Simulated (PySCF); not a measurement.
**Vertical excitation energies**

C₂H₆GeOSi.
Atom-mapped SMILES: `[OH:1][SiH2:2][C:3]#[C:4][GeH3:5]` (hydrogens: H6 on O1; H7, H8 on Si2; H9, H10, H11 on Ge5)

The calculation used TDDFT CAM-B3LYP/def2-SVPD, vertical, gas phase, core orbitals frozen in the response (PySCF). Geometry: PBE0-D3(BJ)/def2-SVP, one conformer, isolated molecule. Relativistic effects, spin–orbit coupling among them, are left out although an element past zinc is present. Torsions of this conformer, `[OH:1][SiH2:2][C:3]#[C:4][GeH3:5]`: H–O1–Si2–C3 57°.

Question: What does the calculation give for the low-lying excited states?

Answer: 

```
state  E (eV)  ν̃ (cm⁻¹)       f  main configurations (H = HOMO, L = LUMO)
   S1    5.45      43980  0.0003                                 H→L (76%)
   S2    5.80      46760  0.0040                  H-1→L (46%), H→L+1 (38%)
   S3    5.90      47570  0.0006                             H-1→L+1 (82%)
   S4    7.22      58240   0.028                               H-2→L (77%)
   S5    7.39      59610  0.0055                               H→L+2 (77%)
   S6    7.50      60520   0.078                 H-1→L+2 (70%), H-1→L (9%)
```

The lowest singlet lies at 5.45 eV (227 nm, ultraviolet) and is dark (f under 0.0005); its leading configuration is HOMO→LUMO (76%). The strongest level in the table is S6 at 7.50 eV (165 nm, f = 0.078). It is the last of those listed, so stronger ones may follow. Löwdin shares by element: HOMO carbon 71%, silicon 8%, germanium 6%; LUMO carbon 40%, silicon 21%, oxygen 12% (atoms not listed hold the other 27%). The oscillator strengths of these states sum to 0.117; summed over the whole spectrum of an exact calculation they would give the number of electrons, 72 (Thomas–Reiche–Kuhn). Of the 6 states listed, 2 reach f = 0.01 and 1 stays under 0.0005. Weighted by f, the mean energy of these states is 7.36 eV. The window holds the lowest 6 singlets.

The run took 23 s of wall time on one thread of an Intel Xeon Platinum 8488C (shared host), and the process peaked at 0.78 GiB of memory.
